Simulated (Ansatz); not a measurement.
Two members of one family (Series [MoO3X]-), computed with Ansatz in the gas phase; def2 core potentials for Mo, no spin–orbit coupling. A dash marks a value that wasn't run or was left out as unsound. The structures are stationary points that may keep the symmetry of their start. Remarks come from the PBE and PBE0 runs and from stability tests at other levels; not every state was tested. HOMO above LUMO (over both spins in singlets and doublets, within one spin in higher multiplets; at PBE or PBE0), or a gap under 0.15 eV within one spin, warns that the state may not be the lowest or that an electron is smeared out.

First: [MoO3Br]- (singlet, charge -1, r2SCAN-D4/def2-SVPD geometry).

```xyz
5

Mo    0.059    0.029    0.147
O     1.200   -1.201    0.553
O     0.838    1.568    0.157
O    -1.231    0.025    1.293
Br   -0.865   -0.420   -2.151
```

```json
{"level": "PBE-D4/def2-SVPD", "HOMO (eV)": "-2.30", "vertical IE (eV)": "–"}
{"level": "PBE-D4/def2-TZVPD", "HOMO (eV)": "-2.20", "vertical IE (eV)": "5.25"}
{"level": "revPBE-D4/def2-TZVPD", "HOMO (eV)": "-2.12", "vertical IE (eV)": "–"}
{"level": "r2SCAN-D4/def2-TZVPD", "HOMO (eV)": "-2.54", "vertical IE (eV)": "5.44"}
{"level": "PBE0-D4/def2-TZVPD", "HOMO (eV)": "-3.78", "vertical IE (eV)": "5.62"}
```

Metal–donor distances: 3 × O 1.73 Å, 1 × Br 2.52 Å. Remarks: gap within one spin near zero at PBE or PBE0 (neutral doublet).

Second: [MoO3F]- (singlet, charge -1, r2SCAN-D4/def2-SVPD geometry).

```xyz
5

Mo   -0.026   -0.010    0.030
O     0.644    0.433    1.562
O    -1.524    0.822   -0.216
O    -0.294   -1.720   -0.018
F     1.199    0.474   -1.357
```

**Question.** What does the change do? Estimate second minus first.

**Answer.** 
| level | Δ HOMO (eV) | Δ vertical IE (eV) |
| --- | --- | --- |
| PBE-D4/def2-SVPD | 0.37 | – |
| PBE-D4/def2-TZVPD | 0.38 | -0.15 |
| revPBE-D4/def2-TZVPD | 0.39 | – |
| r2SCAN-D4/def2-TZVPD | 0.39 | -0.20 |
| PBE0-D4/def2-TZVPD | 0.38 | -0.16 |

Metal–donor distances: 3 × O 1.73 Å, 1 × F 1.91 Å.
